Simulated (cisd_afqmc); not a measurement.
Input (AFQMC/CISD/def2-SVP; cisd_afqmc is a phaseless AFQMC code with CISD trial states that reads the integrals written by Ansatz):

Ansatz 0.2 input:
```python
import cisd_afqmc

open("ham.yaml", "w").write("""\
crystal:
  periodic: [false, false, false]
  atoms:
    - {symbol: Rh, position_ang: [0.00000000, 0.00000000, 0.00000000]}
basis:
  gaussian:
    orbitals: def2-SVP
magnetization: {spin_polarized: true, initial_magnetization: 3}
correlation: {method: ccsd, electrons: outside_noble_gas, hamiltonian_folder: ham}
scf: {lower_state_search: full}
""")
rep = cisd_afqmc.ansatz("ham.yaml")
e_ccsd = rep["correlation"]["coupled_cluster"]["energy"]["hartree"]
out = cisd_afqmc.run("ham", e_ccsd, trial="CISD", walkers=200, populations=8, threads=8, dt=0.005, steps=40, early=36, settle=10, least=32,
    cut=5e-5, rank_cut=2e-4, target=0.0004, seconds=1500, seed=1, memory=12960, gpu=False)
```

Output:

```
orbitals 27, occupied [6, 3], factors 178 of 223, rank of the doubles 148 of 198
E(HF) = -109.716916
E(CCSD) on the cut factors = -109.865287, shift to the whole factors 0.000014
Energy of the trial state on the determinant = -109.865152
  tau behind 10.8 of longer steps, mean of the populations' last blocks
   2.0  -109.86897
   4.0  -109.86857
   6.0  -109.86678
   8.0  -109.86738
blocks 298 (14 outliers left out), error by blocks joined: 1: 0.00013, 2: 0.00014, 4: 0.00015, 8: 0.00017, 16: 0.00014
E(AFQMC/CISD) = -109.86888 +/- 0.00017
```
